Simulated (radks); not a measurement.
Values are calculated unless marked as measured or tabulated.
How relativity changes the ionisation of the lutetium ion Lu2+ ([Xe] 4f14 6s1) to Lu3+ ([Xe] 4f14). Spin-unpolarised spherical Kohn-Sham, PBE, point nucleus unless stated (finite: rms radius 5.37 fm), a radial shooting solver on a logarithmic mesh with Libxc functionals. A level marked "c x" has the speed of light scaled by that factor.

level,E(Lu2+) (hartree),E(Lu3+) (hartree),IE (eV),HOMO,<r> HOMO (bohr)
non-rel.,-13854.8655,-13854.1441,19.631,6s,3.272
scalar-rel.,-14562.6269,-14561.8524,21.074,6s,3.058
"scalar-rel., finite nucleus",-14560.7531,-14559.9788,21.071,6s,3.059
Dirac,-14580.3706,-14579.5964,21.067,6s1/2,3.061
"Dirac, finite nucleus",-14578.4815,-14577.7074,21.064,6s1/2,3.061
"Dirac, c x 1.5",-14152.0120,-14151.2697,20.198,6s1/2,3.184
"Dirac, c x 5",-13880.2258,-13879.5027,19.678,6s1/2,3.264
"Dirac, c x 10",-13861.1818,-13860.4599,19.643,6s1/2,3.270

NIST Atomic Spectra Database: 20.959 eV (measured). The relativistic part of the total energy of Lu2+ is -723.6 hartree (Dirac, finite nucleus), 5.2 % of the non-relativistic value. Spin polarisation and multiplet splitting of open shells are left out at every level.

Beside tabulated values, note that relativity, absent from the non-relativistic runs, is large for the heavy elements, and spin-unpolarised runs miss the spin-polarisation part of the exchange energy of open shells.
